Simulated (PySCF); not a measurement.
# UHF on Cd⁴³⁺ (cadmium, charge +43)

Configuration: [He] 2s2 2p1, 2P determinant. Computed with PySCF 2.14 in an uncontracted even-tempered set (19 s from 18 bohr⁻², ratio 2.2; 12 p from 23 bohr⁻², ratio 2.2; 5 d from 91 bohr⁻², ratio 2.4; 5 f from 140 bohr⁻², ratio 2.4; 4 g from 200 bohr⁻², ratio 2.4), with scalar relativity by spin-free X2C-1e.

```json
{
 "Total energy": "-3155.683947 hartree",
 "One-electron energy": "-3270.2287 hartree",
 "Hartree (Coulomb) energy": "162.8525 hartree",
 "Exchange energy": "-48.3078 hartree",
 "⟨S²⟩": "0.7500",
 "⟨L²⟩": "2.000",
 "Sum of ⟨r⟩": "0.4143 bohr",
 "Sum of ⟨r²⟩": "0.05238 bohr²",
 "Traceless quadrupole moment −½Σ⟨3z² − r²⟩ along its main axis": "-0.00551 e·bohr²"
}
```

```
shell  electrons  mean orbital energy (eV)  rms radius, mean of both spins (bohr)
 1s α          1                  -30677.1                                 0.0346
 1s β          1                  -30656.7                                 0.0346
 2s α          1                   -7242.4                                  0.135
 2s β          1                   -7203.3                                  0.135
 2p α          1                   -6974.2                                  0.117
```

Spin-orbit coupling, absent here, splits the open shell strongly.

Densities and radii are taken from the X2C orbitals without a picture-change correction, which distorts them close to the nucleus.

Spin-orbit constants ζ (cm⁻¹) from the X2C one-electron operator on these orbitals: bare nucleus, nucleus screened by l(l+1)(2l+1)/3 electrons, and screened by the Breit-Pauli mean field of the electrons.

```
shell     bare  screened nucleus  mean field
   2p  1187000           1138000     1125000
```

To first order the Landé constant is A = 1125000 cm⁻¹, so the lowest level has J = 1/2 and lies 139 eV below the centre of the term.
